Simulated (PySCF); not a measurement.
Run record: core-ionisation job, `C=CC[C@H]1C[CH2][GeH2][CH2]1`.

Method: delta-SCF UKS SCAN, pcX-2 on the ionised atom, pcseg-1 elsewhere, spin-free X2C (PySCF 2.14.0). Geometry: PBE0-D3(BJ)/def2-SVP. The command runs a driver script over a list of jobs; the input below is this job's line of settings and its coordinates in Å.

Command:
```bash
OMP_NUM_THREADS=1 python probes_run.py task.json out
```

Input:
```
{"job": {"kind": "xps"}, "charge": 0, "multiplicity": 1}
C      3.500918    -0.127992    -0.903495
C      2.427746     0.340067    -0.264138
C      1.357276    -0.503280     0.351847
C     -0.010950    -0.370162    -0.326708
C     -1.051471    -1.311471     0.298234
C     -2.409977    -1.128175    -0.384029
Ge    -2.491848     0.819014    -0.685068
C     -0.571198     1.061378    -0.315621
H      3.681453    -1.203330    -1.010672
H      4.243125     0.543798    -1.342668
H      2.295572     1.426513    -0.184838
H      1.238322    -0.225501     1.416414
H      1.669130    -1.561147     0.335177
H      0.114360    -0.674551    -1.383753
H     -0.704978    -2.357671     0.245397
H     -1.137697    -1.068345     1.373633
H     -2.431810    -1.640080    -1.359577
H     -3.245948    -1.520340     0.212290
H     -3.396458     1.567849     0.315184
H     -2.910953     1.206496    -2.117549
H     -0.454506     1.511945     0.685366
H     -0.066499     1.721787    -1.034928
```

What does the run print?

```
ground state, core basis on atom 0 (C), 226 functions
  cycle   1  E = -2368.90967833  |g| = 6.31e-01
  cycle   2  E = -2368.77784594  |g| = 9.13e-01
  cycle   3  E = -2369.01909129  |g| = 1.14e-01
  cycle   4  E = -2369.02217206  |g| = 5.97e-02
  cycle   5  E = -2369.02298872  |g| = 2.10e-02
  cycle   6  E = -2369.02309403  |g| = 8.36e-03
  cycle   7  E = -2369.02311661  |g| = 8.20e-04
  cycle   8  E = -2369.02311854  |g| = 4.05e-04
  E(ground) = -2369.17157366 Eh
hole in C 1s of atom 0
  cycle   1  E = -2357.78641023  |g| = 1.50e+00
  cycle   2  E = -2355.81181089  |g| = 2.09e+00
  cycle   3  E = -2357.99479805  |g| = 7.84e-01
  cycle   4  E = -2358.29063485  |g| = 3.88e-01
  cycle   5  E = -2358.35597746  |g| = 1.57e-01
  cycle   6  E = -2358.36661589  |g| = 4.61e-02
  cycle   7  E = -2358.36771524  |g| = 1.65e-02
  cycle   8  E = -2358.36786344  |g| = 6.90e-03
  cycle   9  E = -2358.36789269  |g| = 2.49e-03
  cycle  10  E = -2358.36789829  |g| = 1.37e-03
  cycle  11  E = -2358.36790010  |g| = 8.33e-04
  cycle  12  E = -2358.36790097  |g| = 2.68e-04
  E(ion) = -2358.51546239 Eh   <S^2> = 0.7831   hole on atom = 1.000   binding energy = 289.968 eV
ground state, core basis on atom 1 (C), 226 functions
  cycle   1  E = -2369.02345023  |g| = 6.27e-02
  cycle   2  E = -2369.02262093  |g| = 6.33e-02
  cycle   3  E = -2369.02329164  |g| = 3.86e-02
  cycle   4  E = -2369.02368765  |g| = 6.83e-03
  cycle   5  E = -2369.02369742  |g| = 7.30e-04
  cycle   6  E = -2369.02369777  |g| = 2.70e-04
  E(ground) = -2369.17202922 Eh
hole in C 1s of atom 1
  cycle   1  E = -2357.77457292  |g| = 1.51e+00
  cycle   2  E = -2355.32638963  |g| = 2.31e+00
  cycle   3  E = -2358.00508755  |g| = 7.39e-01
  cycle   4  E = -2358.26726730  |g| = 4.18e-01
  cycle   5  E = -2358.34113868  |g| = 1.55e-01
  cycle   6  E = -2358.35136619  |g| = 6.74e-02
  cycle   7  E = -2358.35391090  |g| = 1.58e-02
  cycle   8  E = -2358.35411701  |g| = 8.41e-03
  cycle   9  E = -2358.35421358  |g| = 5.04e-03
  cycle  10  E = -2358.35429797  |g| = 4.22e-03
  cycle  11  E = -2358.35435120  |g| = 3.20e-03
  cycle  12  E = -2358.35438087  |g| = 1.72e-03
  cycle  13  E = -2358.35438919  |g| = 8.79e-04
  cycle  14  E = -2358.35439034  |g| = 4.60e-04
  E(ion) = -2358.50180327 Eh   <S^2> = 0.8344   hole on atom = 1.000   binding energy = 290.352 eV
ground state, core basis on atom 2 (C), 226 functions
  cycle   1  E = -2369.02220216  |g| = 5.97e-02
  cycle   2  E = -2369.02192374  |g| = 3.92e-02
  cycle   3  E = -2369.02192722  |g| = 3.82e-02
  cycle   4  E = -2369.02231541  |g| = 8.64e-03
  cycle   5  E = -2369.02233499  |g| = 4.98e-04
  E(ground) = -2369.17036872 Eh
hole in C 1s of atom 2
  cycle   1  E = -2357.77488785  |g| = 1.52e+00
  cycle   2  E = -2356.80580080  |g| = 2.00e+00
  cycle   3  E = -2358.24407035  |g| = 4.61e-01
  cycle   4  E = -2358.27446898  |g| = 3.64e-01
  cycle   5  E = -2358.34747383  |g| = 7.40e-02
  cycle   6  E = -2358.34970975  |g| = 2.75e-02
  cycle   7  E = -2358.35009624  |g| = 7.11e-03
  cycle   8  E = -2358.35012524  |g| = 3.96e-03
  cycle   9  E = -2358.35013822  |g| = 1.84e-03
  cycle  10  E = -2358.35014644  |g| = 1.42e-03
  cycle  11  E = -2358.35015256  |g| = 1.21e-03
  cycle  12  E = -2358.35015985  |g| = 1.09e-03
  cycle  13  E = -2358.35017099  |g| = 9.39e-04
  cycle  14  E = -2358.35019026  |g| = 8.93e-04
  cycle  15  E = -2358.35018990  |g| = 5.04e-04
  cycle  16  E = -2358.35019251  |g| = 4.09e-04
  E(ion) = -2358.49684607 Eh   <S^2> = 0.7752   hole on atom = 1.000   binding energy = 290.441 eV
ground state, core basis on atom 3 (C), 226 functions
  cycle   1  E = -2369.02285821  |g| = 5.87e-02
  cycle   2  E = -2369.02282276  |g| = 2.18e-02
  cycle   3  E = -2369.02284722  |g| = 1.92e-02
  cycle   4  E = -2369.02293661  |g| = 1.48e-03
  cycle   5  E = -2369.02293873  |g| = 6.51e-04
  cycle   6  E = -2369.02294096  |g| = 1.40e-04
  E(ground) = -2369.17129495 Eh
hole in C 1s of atom 3
  cycle   1  E = -2357.76759939  |g| = 1.52e+00
  cycle   2  E = -2356.54029388  |g| = 2.17e+00
  cycle   3  E = -2358.27161007  |g| = 4.14e-01
  cycle   4  E = -2358.30792546  |g| = 2.81e-01
  cycle   5  E = -2358.34798740  |g| = 1.04e-01
  cycle   6  E = -2358.35340981  |g| = 2.65e-02
  cycle   7  E = -2358.35374140  |g| = 7.48e-03
  cycle   8  E = -2358.35378044  |g| = 3.49e-03
  cycle   9  E = -2358.35379326  |g| = 2.19e-03
  cycle  10  E = -2358.35379731  |g| = 1.41e-03
  cycle  11  E = -2358.35380470  |g| = 1.22e-03
  cycle  12  E = -2358.35381357  |g| = 1.11e-03
  cycle  13  E = -2358.35382025  |g| = 1.00e-03
  cycle  14  E = -2358.35384764  |g| = 9.82e-04
  cycle  15  E = -2358.35384962  |g| = 7.25e-04
  cycle  16  E = -2358.35384909  |g| = 6.30e-04
  cycle  17  E = -2358.35385152  |g| = 6.69e-04
  cycle  18  E = -2358.35385113  |g| = 2.29e-04
  E(ion) = -2358.50110686 Eh   <S^2> = 0.7800   hole on atom = 1.000   binding energy = 290.351 eV
ground state, core basis on atom 4 (C), 226 functions
  cycle   1  E = -2369.02236780  |g| = 5.84e-02
  cycle   2  E = -2369.02231194  |g| = 2.34e-02
  cycle   3  E = -2369.02231483  |g| = 2.29e-02
  cycle   4  E = -2369.02244063  |g| = 5.23e-03
  cycle   5  E = -2369.02244577  |g| = 5.60e-04
  cycle   6  E = -2369.02244781  |g| = 1.48e-04
  E(ground) = -2369.17083855 Eh
hole in C 1s of atom 4
  cycle   1  E = -2357.77598019  |g| = 1.52e+00
  cycle   2  E = -2356.49716442  |g| = 2.15e+00
  cycle   3  E = -2358.26979761  |g| = 4.04e-01
  cycle   4  E = -2358.32936622  |g| = 2.07e-01
  cycle   5  E = -2358.35122450  |g| = 6.75e-02
  cycle   6  E = -2358.35281070  |g| = 2.94e-02
  cycle   7  E = -2358.35323534  |g| = 1.14e-02
  cycle   8  E = -2358.35330677  |g| = 4.76e-03
  cycle   9  E = -2358.35331757  |g| = 1.54e-03
  cycle  10  E = -2358.35332152  |g| = 7.37e-04
  cycle  11  E = -2358.35332322  |g| = 3.65e-04
  E(ion) = -2358.50068069 Eh   <S^2> = 0.7694   hole on atom = 1.000   binding energy = 290.350 eV
ground state, core basis on atom 5 (C), 226 functions
  cycle   1  E = -2369.02316609  |g| = 5.83e-02
  cycle   2  E = -2369.02311072  |g| = 2.38e-02
  cycle   3  E = -2369.02313783  |g| = 2.17e-02
  cycle   4  E = -2369.02325229  |g| = 1.88e-03
  cycle   5  E = -2369.02325197  |g| = 4.45e-04
  E(ground) = -2369.17182457 Eh
hole in C 1s of atom 5
  cycle   1  E = -2357.78328200  |g| = 1.52e+00
  cycle   2  E = -2354.95352614  |g| = 2.52e+00
  cycle   3  E = -2358.18298943  |g| = 5.46e-01
  cycle   4  E = -2358.32971580  |g| = 2.69e-01
  cycle   5  E = -2358.36373202  |g| = 1.14e-01
  cycle   6  E = -2358.36859867  |g| = 5.82e-02
  cycle   7  E = -2358.37040281  |g| = 1.34e-02
  cycle   8  E = -2358.37049963  |g| = 5.24e-03
  cycle   9  E = -2358.37051416  |g| = 1.74e-03
  cycle  10  E = -2358.37051868  |g| = 7.06e-04
  cycle  11  E = -2358.37051678  |g| = 3.75e-04
  E(ion) = -2358.51782426 Eh   <S^2> = 0.7701   hole on atom = 1.000   binding energy = 289.910 eV
ground state, core basis on atom 7 (C), 226 functions
  cycle   1  E = -2369.02301291  |g| = 5.72e-02
  cycle   2  E = -2369.02298160  |g| = 1.89e-02
  cycle   3  E = -2369.02295018  |g| = 2.15e-02
  cycle   4  E = -2369.02307315  |g| = 2.68e-03
  cycle   5  E = -2369.02307376  |g| = 8.16e-04
  cycle   6  E = -2369.02307589  |g| = 2.40e-04
  E(ground) = -2369.17148250 Eh
hole in C 1s of atom 7
  cycle   1  E = -2357.78432147  |g| = 1.52e+00
  cycle   2  E = -2356.80330635  |g| = 2.00e+00
  cycle   3  E = -2358.30827195  |g| = 3.75e-01
  cycle   4  E = -2358.35367120  |g| = 1.91e-01
  cycle   5  E = -2358.36911614  |g| = 9.53e-02
  cycle   6  E = -2358.37363230  |g| = 2.53e-02
  cycle   7  E = -2358.37394288  |g| = 7.78e-03
  cycle   8  E = -2358.37397666  |g| = 2.79e-03
  cycle   9  E = -2358.37398330  |g| = 1.31e-03
  cycle  10  E = -2358.37398347  |g| = 5.50e-04
  cycle  11  E = -2358.37398529  |g| = 2.13e-04
  E(ion) = -2358.52107178 Eh   <S^2> = 0.7694   hole on atom = 1.000   binding energy = 289.812 eV
```

Cycles run on a coarse grid; E(ground) and E(ion) are re-evaluated on a finer one, so they differ from the last cycle. Atoms in this output count from 0.

How does the 1s binding energy of C5 follow from the two total energies?

E(ion) − E(ground) = -2358.50068069 − (-2369.17083855) = 10.670158 Eh, times 27.211386 eV gives 290.35 eV.

In short: C1s of C1 289.97 eV; C1s of C2 290.35 eV; C1s of C3 290.44 eV; C1s of C4 290.35 eV; C1s of C5 290.35 eV; C1s of C6 289.91 eV; C1s of C8 289.81 eV.

Geometry: PBE0-D3(BJ)/def2-SVP, one conformer, isolated molecule.

On Arm Neoverse V1, one thread, on a shared host, this took 2.9 min of wall time and 0.70 GiB of memory at its peak.
Labels such as C1 count atoms from 1, the log's own numbers from 0.
